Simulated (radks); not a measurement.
Results of a calculation; reference values are marked as such.
Spherical quantum dot in the effective-mass picture: electrons in a well V = -V0 / (1 + exp((r - R)/a)) with V0 = 7.36, R = 8.42, a = 0.6, with a point charge +2 (a donor) at the centre, all in effective atomic units (hartree* = m*/eps^2 hartree, bohr* = eps/m* bohr), one dielectric constant everywhere. Level of theory: non-relativistic Kohn-Sham, PBE, spin-polarised, spherical densities (a radial shooting solver with Libxc functionals). Levels are named by radial order and angular momentum (1s, 1p, 1d, 2s, ...), and open shells are averaged over m. Results are scaled to m* = 0.037 and eps = 12.3, for which hartree* = 6.655 meV and bohr* = 17.59 nm.

N = 2, configuration 1s2. This is the lowest configuration that the search found. Occupied and some empty levels:

level  occupation  eigenvalue (meV)  <r> (nm)
1s              2           -52.833     16.63
2s              0           -48.323     67.67
1p              0           -48.080     66.04
1d              0           -47.019     79.11

Energy (meV): total -117.211, kinetic 19.010, external -142.75, Hartree 13.491, exchange-correlation -6.9634.
